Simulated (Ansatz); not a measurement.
BiH3. Total charge 0; singlet. Geometry PBE-D4/def2-TZVP; atoms count from 1.

Cartesian coordinates in Å:
```
Bi 0.2138 -0.2014 0.7274
H 1.3135 -0.1283 -0.7036
H -0.5042 1.3857 0.2498
H -1.0231 -1.0560 -0.2736
```

In the def2 sets Bi takes a core potential; there is no spin–orbit coupling.

(1) Estimate the Mulliken populations from the PBE0/def2-TZVP orbitals of Ansatz.

Answers

(1) 
```tsv
atom	charge (e)
Bi1	0.12
H2	-0.04
H3	-0.04
H4	-0.04
```
Mulliken values depend strongly on the basis.
